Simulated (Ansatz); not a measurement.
Species: C4H2ClO, charge 0, multiplicity 2. It need not be the lowest isomer of its formula. 
Coordinates optimised at B3LYP-D3(BJ)/def2-TZVP (Ansatz, a quantum-chemistry and plane-wave program):
```xyz
8

Cl     1.9670     0.3474     0.0753
C      0.2880     0.0128     0.0289
C     -0.3682    -1.0875     0.4649
O     -1.6795    -1.0175     0.2734
C     -1.9156     0.2041    -0.3275
C     -0.7470     0.8657    -0.4960
H     -2.9426     0.4235    -0.5546
H     -0.6040     1.8386    -0.9345
```
Charge 0, spin multiplicity 2.

Total electronic energies in hartree. Cores are frozen in the correlated levels unless marked. Open shells are spin-unrestricted. No spin-orbit coupling. Non-relativistic. CBS(X,Y): correlation extrapolated as X^-3; Hartree-Fock from the larger set.

The UHF reference is spin-contaminated (<S^2> 0.36 over the pure value in the largest basis). 

```
level                                        program  energy (Eh)
------------------------------------  --------------  -----------
HF/6-31G*                                     Ansatz   -686.86502
HF/cc-pV(T+d)Z                                Ansatz   -686.98196
revPBE-D3(BJ)/def2-TZVPD              Ansatz + dftd3   -688.89886
B97M-V/def2-TZVPD                             Ansatz          ___
PBE0/def2-SVP                                 Ansatz   -688.19710
BHLYP-D3(BJ)/def2-TZVPD               Ansatz + dftd3   -688.89584
r2SCAN0/def2-TZVPD                            Ansatz   -688.83510
HSE06-D3(BJ)/def2-TZVPD               Ansatz + dftd3          ___
CAM-B3LYP-D4/def2-TZVPD               Ansatz + dftd4   -688.93131
RI-MP2/cc-pV(T+d)Z                            Ansatz   -687.96549
SCS-MP2/6-31G*                                Ansatz   -687.59607
CCSD/STO-3G                                   Ansatz   -679.40680
CCSD/6-31G*                                   Ansatz   -687.67849
CCSD/cc-pwCVTZ                                Ansatz   -688.02640
CCSD(T)/CBS(cc-pV(T+d)Z,cc-pV(Q+d)Z)          Ansatz    -688.2041
```

### Question
What belongs in the gaps?

### Answer

- B97M-V/def2-TZVPD, energy (Eh): -688.88478
- HSE06-D3(BJ)/def2-TZVPD, energy (Eh): -688.59598
